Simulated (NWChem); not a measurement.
Molecule: CH₃BClIO; SMILES COB(Cl)I

Program: NWChem. Structure relaxed at the PBE0/def2-SVP level. Not confirmed as a minimum by frequencies. def2 effective core potentials on I; no spin-orbit coupling. Gas phase, vertical. One conformer.

PBE0/def2-SVPD, TDA puts singlet state 2 at 6.14 eV with oscillator strength 0.058.

Give the wavelength, the transition dipole and the radiative lifetime of that state in vacuum.


1. λ = 1239.84/6.14 = 202 nm, or 49520 cm⁻¹.
2. f = (2/3) ΔE μ² in atomic units, so μ = √(1.5 f/ΔE) = 0.62 a.u. = 1.58 D.
3. τ = 1.499 s cm⁻² / (f ν²) = 11 ns, for a non-degenerate state that emits at the vertical energy; a higher state like this one mostly decays faster by other paths.
